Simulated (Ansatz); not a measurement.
Start from `OB(Br)O[SiH3]` and change one element to get `[OH][Al]([Br])[O][SiH3]`.

Ansatz, PBE0-D4/def2-TZVP geometries, multiplicity 1. Each molecule was computed in one conformer, which needn't be the lowest.

Scalar relativity is left out up to krypton.

| property | `OB(Br)O[SiH3]` |
| --- | --- |
| LUMO energy (ωB97M-V/def2-TZVPP) / eV | 1.58 |
| HOMO–LUMO gap (ωB97M-V/def2-TZVPP) / eV | 12.41 |
| zero-point energy (PBE0-D4/def2-TZVP) / kJ/mol | 132.3 |
| LUMO energy (B3LYP/def2-TZVPP) / eV | -0.25 |
| LUMO energy (PBE0/def2-TZVPP) / eV | 0.00 |
| HOMO energy (ωB97M-V/def2-TZVPP) / eV | -10.83 |

Question: What does the change do to each property? (Best estimate.)

Answer: Computed: 
```csv
property,`[OH][Al]([Br])[O][SiH3]`,shift
LUMO energy (ωB97M-V/def2-TZVPP) / eV,0.66,-0.92
HOMO–LUMO gap (ωB97M-V/def2-TZVPP) / eV,11.53,-0.88
zero-point energy (PBE0-D4/def2-TZVP) / kJ/mol,118.1,-14.2
LUMO energy (B3LYP/def2-TZVPP) / eV,-1.25,-1.00
LUMO energy (PBE0/def2-TZVPP) / eV,-0.97,-0.97
HOMO energy (ωB97M-V/def2-TZVPP) / eV,-10.88,-0.05
```

With PBE0 the HOMO falls by 0.07 eV and the LUMO falls by 0.97 eV, so the gap narrows by about 0.90 eV. PBE moves the HOMO by -0.07 eV and ωB97M-V by -0.05 eV.

B3LYP here is the variant with VWN-RPA as its local correlation; programs differ in this.

Spin–orbit coupling is left out; it splits and shifts lone-pair levels of the heavy atoms by tenths of an eV.
